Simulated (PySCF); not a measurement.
Radial density of Ru (ruthenium, neutral)

B3LYP, [Kr] 4d7 5s1, high-spin 5F determinant. All numbers are calculated (PySCF 2.14, a scalar-relativistic core potential, in def2-SVP with the def2 core potential (28 electrons) (5s3p2d1f, 31 functions)). This is the valence pseudo-density: the core potential removes the inner electrons and smooths the orbitals near the nucleus.

```tsv
r (bohr)	4πr²ρ (e/bohr)	4πr²(ρα − ρβ)
0.0338	1.922e-05	0.0000
0.0568	5.203e-05	0.0000
0.0956	0.0001400	0.0000
0.161	0.0008131	0.0002
0.270	0.02849	0.0045
0.455	1.025	0.1083
0.765	10.20	1.1262
1.29	10.91	2.0567
2.16	2.760	1.1545
3.64	0.5813	0.3843
6.12	0.03681	0.0349
10.3	0.0002801	0.0003
```

Energies and moments cover only the electrons outside the core potential.
